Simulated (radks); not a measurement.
The thallium anion Tl- inside a hard spherical wall (all orbitals vanish at R), configuration held at [Hg] 6p2 and not refilled when levels cross. All-electron calculation, scalar-relativistic Kohn-Sham, LDA (Slater exchange, Perdew-Wang correlation), spin-polarised, spherical densities, finite nucleus; open shells are filled with parallel spins first (spin-orbit coupling, left out, can overturn this in heavy ions); Fermi nuclear charge, rms radius 5.4759 fm. Program: a radial shooting solver on a logarithmic mesh with Libxc functionals. Eigenvalues in eV for spin up, with the zero of energy where the potential of the charges vanishes at infinity; a dash marks a level that is unbound or too diffuse for the functional's potential to be trusted. A positive occupied level is held by the wall or, in an anion where self-interaction has pushed it up, behind a barrier. The pressure on the wall is -dE/dV.

R (bohr)  E (hartree)  kinetic (hartree)    e(5p)    e(5d)   e(6s)   e(6p)  e(7s, empty)  e(6d, empty)  pressure (GPa)
20        -20229.7660          22764.386  -71.462  -10.865  -5.383   1.155         1.604         2.278         0.00120
15        -20229.7638          22764.391  -71.136  -10.540  -5.081   1.396         2.162         3.241         0.00906
6         -20229.6183          22764.878  -66.963   -6.469  -1.640   5.570        14.141        13.478            7.01
5         -20229.4337          22765.573  -64.615   -4.259   0.443   8.678        23.617        19.718            28.1
4         -20228.8421          22767.858  -59.669    0.301   5.535  16.110        45.258        33.179             157
3         -20226.2141          22777.874  -46.578   12.655  22.698  39.736        106.72        70.072            1440
2.5       -20221.4578          22795.315  -31.529   28.179  48.495  73.389        184.32        116.02            5750
